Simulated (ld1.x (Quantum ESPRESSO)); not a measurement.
# Reading a pseudo-wave (gallium (Ga))

Columns: radius, all-electron u(r) and pseudo u(r) of the 4s shell (level -8.88 eV) of gallium in the configuration [Ar] 3d10 4s2 4p1; revPBE, scalar-relativistic, PAW scheme, ld1.x (Quantum ESPRESSO) 7.5.

```
r (bohr)  all-electron   pseudo
   0.108       -0.1502  -0.0307
   0.215       -0.1045  -0.0625
   0.322        0.1460  -0.0972
   0.430        0.2955  -0.1362
   0.538        0.3006  -0.1797
   0.645        0.2100  -0.2275
   0.752        0.0740  -0.2797
   0.860       -0.0755  -0.3358
   0.968       -0.2177  -0.3940
   1.075       -0.3421  -0.4520
   1.182       -0.4466  -0.5085
   1.290       -0.5317  -0.5618
   1.398       -0.5974  -0.6093
   1.505       -0.6455  -0.6488
   1.612       -0.6790  -0.6793
   1.720       -0.7000  -0.7000
   1.828       -0.7103  -0.7103
   1.935       -0.7117  -0.7117
   2.042       -0.7059  -0.7059
   2.150       -0.6942  -0.6942
   2.258       -0.6776  -0.6776
   2.365       -0.6576  -0.6576
   2.472       -0.6349  -0.6349
   2.580       -0.6098  -0.6098
   2.688       -0.5834  -0.5834
   2.795       -0.5564  -0.5564
```

Question: How many radial nodes do the two functions have?

Answer: The all-electron 4s function has n − l − 1 = 3 (the table is too coarse to show those close to the nucleus); the pseudo-wave has 0, since the states of the same l below it are removed with the core.

Question: At about which radius was the pseudo-wave matched?

Answer: 1.70 bohr, where the columns begin to agree (steps of 0.11 bohr).

Question: Is the pseudo-wave norm-conserving?

Answer: No, it belongs to a PAW set: the norm inside the radius is not constrained, and the difference is carried by the augmentation charge.
